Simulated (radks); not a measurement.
Results of a calculation; reference values are marked as such.
Orbital eigenvalues (eV) of the osmium ion Os2+, [Xe] 4f14 5d6, at several levels of relativity; Dirac values are averaged over j with weights 2j + 1. Spin-unpolarised spherical Kohn-Sham, BLYP, point nucleus unless stated (finite: rms radius 5.4126 fm), a radial shooting solver on a logarithmic mesh with Libxc functionals. A level marked "c x" has the speed of light scaled by that factor and shares open shells by 2j + 1; other Dirac levels either fill j = l - 1/2 first or share by 2j + 1.

shell	non-rel.	scalar-rel., finite nucleus	Dirac, c x 1.25	Dirac, c x 100	change of magnitude, last against first (%)
3s	-2589.1	-3010.4	-2836.2	-2589.2	0.00
3p	-2379.7	-2523.1	-2475.3	-2379.7	0.00
3d	-1989.0	-1977.7	-1979.6	-1988.9	0.00
4s	-543.74	-648.50	-604.95	-543.75	0.00
4p	-455.09	-488.60	-477.50	-455.09	0.00
4d	-292.90	-289.84	-290.65	-292.90	0.00
5s	-90.333	-108.61	-100.93	-90.335	0.00
4f	-78.778	-69.015	-72.428	-78.777	0.00
5p	-63.613	-67.929	-66.566	-63.614	0.00
5d	-23.524	-22.849	-23.075	-23.523	0.00
6s (empty)	-18.450	-20.929	-19.899	-18.450	0.00
6p (empty)	-13.339	-13.929	-13.737	-13.339	0.00
